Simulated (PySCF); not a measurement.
Spinor energies of Gd⁵²⁺ (gadolinium, charge +52)

Start: [Ne] 3s2. Calculated with PySCF 2.14 in an even-tempered Gaussian basis (18 s from 14 bohr⁻², ratio 2.4; 14 p from 18 bohr⁻², ratio 2.4; 4 d from 60 bohr⁻², ratio 2.6; 4 f from 90 bohr⁻², ratio 2.6): generalised Hartree-Fock with the X2C-1e Hamiltonian and a Gaussian nucleus; one run each with spin-orbit coupling (SO) switched off, then screened by Boettger's factors.

```json
{"spinor shell": "1s1/2", "electrons": "2", "ε, spin-free (eV)": "-54403.4", "ε, screened SO (eV)": "-54396.4", "weight of nominal j (screened SO)": "1.000", "rms radius, screened SO (bohr)": "0.0249"}
{"spinor shell": "2s1/2", "electrons": "2", "ε, spin-free (eV)": "-12128.2", "ε, screened SO (eV)": "-12126.5", "weight of nominal j (screened SO)": "1.000", "rms radius, screened SO (bohr)": "0.0989"}
{"spinor shell": "2p1/2", "electrons": "2", "ε, spin-free (eV)": "-11219.6", "ε, screened SO (eV)": "-11727.0", "weight of nominal j (screened SO)": "1.000", "rms radius, screened SO (bohr)": "0.0846"}
{"spinor shell": "2p3/2", "electrons": "4", "ε, spin-free (eV)": "-11219.6", "ε, screened SO (eV)": "-11003.8", "weight of nominal j (screened SO)": "1.000", "rms radius, screened SO (bohr)": "0.0906"}
{"spinor shell": "3s1/2", "electrons": "2", "ε, spin-free (eV)": "-4917.7", "ε, screened SO (eV)": "-4917.4", "weight of nominal j (screened SO)": "1.000", "rms radius, screened SO (bohr)": "0.236"}
```

```
   quantity    spin-free  screened SO
E (hartree)  -8402.52807  -8408.41001
        M_J            0            0
       ⟨J²⟩        0.000        0.000
       ⟨L²⟩        0.000        0.018
       ⟨S²⟩        0.000        0.018
```

Breit and QED terms are absent; they matter most for the inner s and p1/2 levels.

Densities and radii are taken from the X2C orbitals without a picture-change correction, which distorts them close to the nucleus.

Without spin-orbit coupling the j labels of p, d and f shells carry no meaning; the spin-free column gives the mean over the occupied spinors of each nl shell.
